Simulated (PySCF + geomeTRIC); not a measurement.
Calculation: B3LYP-D3(BJ)/def2-TZVPD (PySCF + geomeTRIC). fastk is a local helper that only speeds up exchange builds. No frequencies were computed at this level.

```python
import json, numpy as np
from pyscf import gto, dft
from fastk import lowrank_exchange
atoms = """
F      1.508187     0.001767     0.111588
Si    -0.093397    -0.000110    -0.006911
H     -0.436943     1.314689    -0.524097
H     -0.404384    -1.082897    -0.926183
H     -0.573465    -0.233450     1.345601
"""
def scf(charge, spin, dm0=None):
    mol = gto.M(atom=atoms, basis='def2-tzvpd', ecp={}, charge=charge, spin=spin, verbose=3, max_memory=3780)
    mf = dft.KS(mol, xc='b3lyp').density_fit(auxbasis="def2-universal-jkfit")
    mf.disp = 'd3bj'
    mf.grids.level = 3
    mf.conv_tol = 1e-8
    mf.max_cycle = 60
    mf.kernel(dm0)
    if not mf.converged:
        mf = mf.newton().run(mf.mo_coeff, mf.mo_occ).undo_soscf()
    return mf
mf = scf(0, 0)
from pyscf.geomopt.geometric_solver import kernel as optimize
path = []
done, mol = optimize(mf, maxsteps=80, assert_convergence=False, callback=lambda env: path.append((env["energy"], bool(env["g_scanner"].converged))))
res = dict(converged=bool(done and path[-1][1]), energy=path[-1][0], path=[e for e, c in path], xyz=mol.atom_coords(unit="Angstrom").tolist(), nao=mol.nao)
json.dump(res, open("result.json", "w"))
```

Output:

```
converged SCF energy = -391.272699886773
Geometry optimization cycle 1
converged SCF energy = -391.272699884328
cycle 1: E = -391.272699884  dE = -391.273  norm(grad) = 0.0244964
Geometry optimization cycle 2
converged SCF energy = -391.274393291051
cycle 2: E = -391.274393291  dE = -0.00169341  norm(grad) = 0.00390579
Geometry optimization cycle 3
converged SCF energy = -391.274405971748
cycle 3: E = -391.274405972  dE = -1.26807e-05  norm(grad) = 0.00155642
Geometry optimization cycle 4
converged SCF energy = -391.274407850738
cycle 4: E = -391.274407851  dE = -1.87899e-06  norm(grad) = 6.3012e-05
Geometry optimization cycle 5
converged SCF energy = -391.27440785259
cycle 5: E = -391.274407853  dE = -1.85167e-09  norm(grad) = 1.61433e-05
<class 'geometric.internal.Distance'> : 4
<class 'geometric.internal.Angle'> : 6
<class 'geometric.internal.TranslationX'> : 1
<class 'geometric.internal.TranslationY'> : 1
<class 'geometric.internal.TranslationZ'> : 1
<class 'geometric.internal.RotationA'> : 1
<class 'geometric.internal.RotationB'> : 1
<class 'geometric.internal.RotationC'> : 1
Step    0 : Gradient = 1.096e-02/1.605e-02 (rms/max) Energy = -391.2726998843
Step    1 : Displace = 4.085e-02/5.310e-02 (rms/max) Trust = 1.000e-01 (=) Grad = 1.747e-03/2.876e-03 (rms/max) E (change) = -391.2743932911 (-1.693e-03) Quality = 0.947
Step    2 : Displace = 1.487e-03/2.175e-03 (rms/max) Trust = 1.414e-01 (+) Grad = 6.961e-04/1.129e-03 (rms/max) E (change) = -391.2744059717 (-1.268e-05) Quality = 1.328
Step    3 : Displace = 6.115e-04/1.005e-03 (rms/max) Trust = 2.000e-01 (+) Grad = 2.818e-05/4.879e-05 (rms/max) E (change) = -391.2744078507 (-1.879e-06) Quality = 1.015
Step    4 : Displace = 5.238e-05/7.153e-05 (rms/max) Trust = 2.828e-01 (+) Grad = 7.220e-06/1.319e-05 (rms/max) E (change) = -391.2744078526 (-1.852e-09) Quality = 0.252
Converged! =D
```

Cost: roughly 30 core-seconds.
